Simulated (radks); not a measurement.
Values are calculated unless marked as measured or tabulated.
Valence configurations of Pr2+ (all share [Xe]). Code: a radial shooting solver on a logarithmic mesh with Libxc functionals. Model: scalar-relativistic Kohn-Sham, r2SCAN, spin-unpolarised, spherical densities, finite nucleus; meta-GGA in the generalised Kohn-Sham scheme; Fermi nuclear charge, rms radius 4.8919 fm. Energies are relative to 4f3; eigenvalues in eV.

valence          E (eV)    e(4f)    e(5d)    e(6p)    e(6s)
4f3               0.000  -13.186        -        -        -
4f2.5 6s0.5       1.119  -17.080        -        -  -13.629
4f2 5d1           2.113  -18.621  -14.564        -        -
4f2.5 6p0.5       2.886  -17.609        -  -10.355        -
4f2 6s1           3.603  -21.352        -        -  -14.864
4f1 5d2           8.539  -25.018  -16.170        -        -
4f1 5d1 6s1      10.971  -27.944  -18.114        -  -15.550
4f1 6s2          13.743  -30.891        -        -  -16.935
4f1 6s1 6p1      18.249  -31.923        -  -12.933  -17.343
4f0.5 6s0.5 6p2  31.285  -38.091        -  -14.022  -18.660

NIST lists [Xe] 4f3 as the ground configuration; this level of theory agrees among the configurations tried. The energies are those of spherical spin-averaged densities, not of single terms.
